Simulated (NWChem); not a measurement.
System: MoNH2SOCl; SMILES [NH]=[Mo]([OH])(=[S])[Cl]

```xyz
7

Mo    -0.2304    -0.0856    -0.0394
N     -0.9005    -0.2280    -1.6025
H     -0.9376    -0.6015    -2.5507
S      1.2861    -1.5383     0.1589
Cl     0.6706     2.0000     0.1272
O     -1.5693    -0.3902     1.2159
H     -2.5040    -0.4726     0.9895
```
Atoms are numbered in this order, from 1.

Results from NWChem. Medium grid unless said otherwise, to which SCAN and Minnesota functionals are sensitive. All runs use the structure optimised with PBE0/def2-SVP. No frequency run checked for a minimum. def2 effective core potentials on Mo; no spin-orbit coupling. Total energies of different functionals are on different scales.

```tsv
level	energy (Ha)	highest occupied level (eV)	orbital gap (eV)	dipole (D)
B3LYP/def2-SVP	-1057.5994	-7.29	4.45	3.39
PBE/def2-SVP	-1057.1056	-6.36	3.01	3.41
RPBE/def2-SVP	-1057.5464	-6.33	3.02	3.43
B97-D/def2-SVP	-1057.6941	-6.36	2.97	3.41
MN15-L/def2-SVP	-1056.9982	-6.88	3.51	3.63
MPW1K/def2-SVP	-1057.5041	[?]	[?]	[?]
B97-2/def2-SVP	-1057.6293	-7.39	4.54	3.51
HCTH/407/def2-SVP	-1057.9175	-6.55	2.99	3.46
```

Q: Complete the blanks.

A: 
- MPW1K/def2-SVP, highest occupied level (eV): -8.54
- MPW1K/def2-SVP, orbital gap (eV): 6.20
- MPW1K/def2-SVP, dipole (D): 3.57
